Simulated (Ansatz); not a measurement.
`O[BH][GaH2]` + `PP` → `P[PH][GaH2]` + `BO` at 500 K and 1 bar (cleavage of the Ga–B bond).

Isolated molecules relaxed with PBE0-D4/def2-TZVP in Ansatz; ΔE leaves out vibrations. CCSD(T)/CBS adds triple-zeta CCSD(T) − MP2 to the extrapolated MP2 energy (def2 sets, frozen cores). This one scheme is used for every species. For Ga outer-core shells are correlated without core-valence functions, which leaves a few kJ/mol of doubt a bond. Scalar relativity is left out up to krypton. Each species was taken in one conformer, which may not be the lowest.

```csv
species,CCSD(T)/CBS energy (Eh),H − E (kJ/mol),S (J/(mol·K))
`O[BH][GaH2]`,-2026.31965,140.2,349.9
`PP`,-684.26248,120.2,310.6
`P[PH][GaH2]`,-2608.80809,150.3,390.6
`BO`,-101.80414,113.6,256.0
```

H − E and S are ideal-gas, rigid-rotor, harmonic terms from PBE0-D4/def2-TZVP, for one conformer and one mirror image of each species. 1 Eh = 2625.50 kJ/mol, R = 8.31446 J/(mol·K).

By hand: ΔE, ΔH, ΔS and ΔG.

ΔE = (-2608.80809) + (-101.80414) − (-2026.31965) − (-684.26248) = -0.03010 Eh = -79.0 kJ/mol. Δ(H − E) = 150.3 + 113.6 − 140.2 − 120.2 = 3.5, so ΔH = -75.5 kJ/mol. ΔS = 390.6 + 256.0 − 349.9 − 310.6 = -13.9 J/(mol·K). ΔG = -75.5 − 500 × (-13.9)/1000 = -68.5 kJ/mol.

By hand: the equilibrium constant, and the temperature at which ΔG would vanish if ΔH and ΔS stayed fixed.

log₁₀ K = −ΔG/(RT ln 10) = 7.2. ΔG = 0 at ΔH/ΔS = 5432 K, far beyond where these terms or the molecules hold.

The number of gas molecules stays the same, so ΔS is small and ΔH decides. A doubt of 5 kJ/mol in ΔE shifts log₁₀ K by 0.5 here. Other conformers and mirror images would add mixing entropy, several J/(mol·K) or more a flexible species. These are equilibria of isolated gas molecules and say nothing of rates. Largest T1 diagnostic: 0.014 (customary marks: 0.02 for closed shells, 0.045 for open ones).
